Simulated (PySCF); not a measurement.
PySCF was given this input:
```python
from pyscf import gto, scf, dft

mol = gto.M(
    atom='''
C    -2.146822   -0.920255    0.330435
Si   -0.732008    0.313173    0.164727
F    -0.670295    1.237639    1.470773
F    -1.032174    1.398299   -0.965677
Se    1.307567   -0.518250   -0.315072
H    -1.992438   -1.588904    1.171976
H    -3.084694   -0.396130    0.488459
H    -2.247908   -1.527693   -0.563727
H     1.319018   -1.453123    0.781095
''',
    basis='def2-sv(p)',
    charge=0,
    spin=0,
    verbose=4,
    max_memory=1800,
)

mf = dft.RKS(mol)
mf.xc = 'camb3lyp'
mf = mf.density_fit(auxbasis='def2-universal-jkfit')
mf.kernel()
```

Predict the total energy from DF-CAMB3LYP/def2-SV(P) run with PySCF.

-2930.8826 Eh

Estimate the nuclear repulsion energy that DF-CAMB3LYP/def2-SV(P) returns for this input.

449.5692 Eh

What is the computed number of basis functions (DF-CAMB3LYP/def2-SV(P))?

100

Estimate the HOMO-LUMO gap that DF-CAMB3LYP/def2-SV(P) returns for this input.

9.93 eV
